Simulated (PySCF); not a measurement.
## Electronic structure of As²⁺ (arsenic, charge +2) at the BP86 level

Configuration: [Ar] 3d10 4s2 4p1, 2P determinant. Computed with PySCF 2.14 in 6-31G*, with no relativity, point nucleus.

- Total energy: -2234.733 hartree
- One-electron energy: -3086.613 hartree
- Hartree (Coulomb) energy: 934.508 hartree
- Exchange-correlation energy: -82.628 hartree
- Kinetic energy: 2230.87263 hartree
- ⟨S²⟩: 0.7516
- ⟨L²⟩: 2.007
- Sum of ⟨r⟩: 19.12 bohr
- Sum of ⟨r²⟩: 22.61 bohr²
- Traceless quadrupole moment −½Σ⟨3z² − r²⟩ along its main axis: -2.00 e·bohr²
- Density at the nucleus (Gaussians lack the cusp): 23300 bohr⁻³
- Spin density at the nucleus: 0.0122 bohr⁻³
- Langevin diamagnetic susceptibility: -17.9 ×10⁻⁶ cm³/mol
- Time after the integrals: 0.52 s of wall time on 1 thread of Neoverse-N1 (shared host)

```
shell  electrons  mean orbital energy (eV)  spread (eV)  rms radius, mean of both spins (bohr)
 1s α          1                  -11566.8            0                                 0.0537
 1s β          1                  -11566.7            0                                 0.0537
 2s α          1                   -1471.4            0                                  0.224
 2s β          1                   -1471.4            0                                  0.224
 2p α          3                   -1318.6        0.130                                  0.198
 2p β          3                   -1318.6        0.203                                  0.198
 3s α          1                   -206.37            0                                  0.652
 3s β          1                   -206.31            0                                  0.652
 3p α          3                   -154.72        0.477                                  0.673
 3p β          3                   -154.64        0.605                                  0.673
 3d α          5                   -63.605        0.451                                  0.756
 3d β          5                   -63.490        0.629                                  0.756
 4s α          1                   -33.616            0                                   1.97
 4s β          1                   -32.688            0                                   1.97
 4p α          1                   -23.452            0                                   2.29
```
